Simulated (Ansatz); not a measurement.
`C[Si](Cl)(Cl)[GeH3]`. Charge 0, multiplicity 1. The geometry is a stationary point of PBE0-D4/def2-TZVP.

```xyz
11

C     0.934   -1.414   -0.540
Si   -0.423   -0.153   -0.614
Cl   -0.288    0.852   -2.406
Cl   -2.233   -1.134   -0.572
Ge   -0.409    1.452    1.139
H     1.909   -0.922   -0.586
H     0.851   -2.105   -1.382
H     0.869   -1.983    0.389
H     0.912    2.239    1.116
H    -1.582    2.425    0.959
H    -0.540    0.742    2.496
```

**Question.** What is the dipole moment at B3LYP/def2-TZVPP? (An estimate is asked.)

**Answer.** Ansatz gave: 1.90 D, with components (1.51, -0.53, 1.03) D in this frame, pointing from negative to positive charge.

**Question.** And with PBE, r2SCAN, ωB97M-V? (Best estimate.)

**Answer.** Computed: PBE 1.85 D, r2SCAN 1.92 D, ωB97M-V 1.90 D.

**Question.** Give the Mulliken charges with B3LYP, PBE, ωB97M-V in def2-TZVPP. (Estimate.)

**Answer.** The calculation gave: 
```tsv
atom	B3LYP	PBE	ωB97M-V
C1	-0.37	-0.36	-0.42
Si2	0.49	0.40	0.43
Cl3	-0.24	-0.21	-0.20
Cl4	-0.24	-0.21	-0.20
Ge5	0.00	0.01	-0.10
H6	0.11	0.12	0.13
H7	0.12	0.12	0.13
H8	0.11	0.12	0.13
H9	0.00	0.00	0.03
H10	0.01	0.01	0.04
H11	0.00	0.00	0.03
```

B3LYP here is the variant with VWN-RPA as its local correlation; programs differ in this.
